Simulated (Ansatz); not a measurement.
C3H6F2Si can be A, `F/C=C(\[SiH3])CF`, or B, `C=CC[SiH](F)F`.

Computed with Ansatz on PBE0-D4/def2-TZVP structures; ΔE is electronic, products minus reactants. CCSD(T)/CBS is the MP2 limit (def2-TZVPP, def2-QZVPP) plus CCSD(T) − MP2 in def2-TZVPP, frozen cores. DFT in def2-TZVPP. B3LYP here is the variant with VWN-RPA as its local correlation; programs differ in this. Each species was taken in one conformer, which may not be the lowest.

Which isomer does CCSD(T)/CBS put lower? Give the gap. (Best estimate.)

The calculation gave: B, by 109.0 kcal/mol.

Give E(B) − E(A) in kcal/mol with PBE0-D4, ωB97M-V, B2PLYP, CCSD/def2-TZVPP, r2SCAN-D4, CCSD(T)/def2-TZVPP, B3LYP. (Estimate.)

Computed: PBE0-D4 -101.9, ωB97M-V -104.9, B2PLYP -106.8, CCSD/def2-TZVPP -107.5, r2SCAN-D4 -104.5, CCSD(T)/def2-TZVPP -106.6, B3LYP -103.8. None reverses the order clearly.

Largest T1 diagnostic: 0.012.

From PBE to PBE0 (25 % exact exchange), in def2-TZVPP and without D4, E(B) − E(A) moves by −3.4 kcal/mol.
